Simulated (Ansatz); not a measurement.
The first iterations of a band of AlCl2H2N + H2 (8 atoms, charge 0, multiplicity 1).

All numbers below come from Ansatz, RKS PBE-D4/6-31G*.

```
movable images  : 5
climbing image  : yes
spring          : 5.0 eV/Å²
optimiser       : quadratic models (default)
start path      : through a guess of the saddle point
force threshold : 0.05 eV/Å
iteration limit : 60
end points      : relaxed
```

Initial state:

```xyz
8
Properties=species:S:1:pos:R:3
Al -0.011 -0.187 0.354
N 0.052 -0.489 2.098
H -0.749 -0.769 2.660
H 0.905 -0.453 2.654
Cl 1.751 0.285 -0.700
Cl -1.828 -0.403 -0.690
H -0.573 2.609 0.349
H -0.513 2.406 1.072
```

Final state:

```xyz
8
Properties=species:S:1:pos:R:3
Al -0.174 0.636 -0.031
N -0.102 0.290 1.997
H -0.803 -0.416 2.258
H 0.825 -0.076 2.257
Cl 1.805 -0.043 -0.539
Cl -1.768 -0.722 -0.532
H -0.471 2.195 -0.168
H -0.278 1.136 2.554
```

| iteration | highest image above the first end (eV) | largest band force component (eV/Å) |
| --- | --- | --- |
| 1 | 2.116 | 3.379 |
| 2 | 0.945 | 2.369 |

Task: Does the band converge within its limit, and where does its top end?

Result: The run converged. It ended after 8 iterations with the highest image 0.612 eV above the first end. A vibrational analysis at the climbing image gives one clearly imaginary mode, 1089i cm⁻¹: a first-order saddle point. The orbitals stay closed-shell, which can raise the energy where a bond breaks towards radicals; this wasn't checked here.

Time of the run: 2.2 min on 1 thread of Arm Neoverse V1, with other jobs on the host, peak memory 0.12 GiB.
